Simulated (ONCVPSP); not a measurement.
Cutoff test, fluorine (F), ONCV

fluorine, optimised norm-conserving Vanderbilt (ONCV), made with ONCVPSP 4.0.1 (PBEsol, scalar-relativistic). Core [He], reference 2s2 2p4.5 (charge +0.5). Waves: 2s: rc 0.60 bohr, ncon 4, nbas 9, qcut 9.5 1/bohr, 1 projector; 2p: rc 1.20 bohr, ncon 4, nbas 8, qcut 9.3 1/bohr, 2 projectors, debl 1.6 Ha. Local part: polynomial inside 0.55 bohr (lpopt 4, dvloc0 -1 Ha). Core correction: Teter function, fcfact 3, rcfact 1.05.

Problem. For each optimised wave give the share of its norm inside rc, the residual kinetic energy above qcut (Ha) and the cutoffs (Ha) for errors of 10, 1, 0.1 and 0.01 mHa per electron.

Solution.

```tsv
wave	norm inside rc	residual KE	10 mHa	1 mHa	0.1 mHa	0.01 mHa
2s	0.180	3.7e-03	38.1	82.6	315.1	589.5
2p	0.692	1.8e-04	30.5	37.8	56.4	138.9
p projector 2	0.136	2.2e-04	29.9	38.3	47.7	105.5
```

The occupied waves need 83 Ha and 315 Ha for 1 and 0.1 mHa. Its largest configuration-test error is +1698 meV.
